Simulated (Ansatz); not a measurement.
Reaction (ligand exchange at the Si–Se bond): `F[SiH2][SeH]` + `CO[SiH2]S` → `CO[SiH2]S[SiH2]F` + H₂Se

Program: Ansatz. Geometries: PBE0-D4/def2-TZVP. ΔE: electronic, gas phase. CBS: MP2 limit from def2 TZ/QZ plus the TZ coupled-cluster correction, frozen cores. This one scheme is used for every species. Functionals use def2-TZVPP. For Se outer-core shells are correlated without core-valence functions, which leaves a few kJ/mol of doubt a bond. Scalar relativity is left out up to krypton. Each species was taken in one conformer, which may not be the lowest.

| level | ΔE (kcal/mol) |
| --- | --- |
| PBE0 | -0.1 |
| CCSD/def2-TZVPP | -1.2 |
| CCSD(T)/def2-TZVPP | -1.7 |
| HF/CBS(def2) | 0.3 |

**Question.** What does CCSD(T)/CBS give? (An estimate is asked.)

**Answer.** Ansatz gave: -1.3 kcal/mol. The listed levels differ from it by 1.2, 0.1, -0.4, 1.6 kcal/mol.

Largest T1 diagnostic among the species: 0.012.

In def2-TZVPP, CCSD(T) changes the Hartree–Fock value by −1.9 kcal/mol (the triples alone add −0.4 kcal/mol) and MP2 by −2.1 kcal/mol. The D4 term adds −2.7 kcal/mol with B3LYP and −1.6 kcal/mol with PBE0; it sums over pairs of atoms, weighted by their polarisabilities, and B3LYP, whose exchange is more repulsive, gets the larger term.

B3LYP here is the variant with VWN-RPA as its local correlation; programs differ in this.
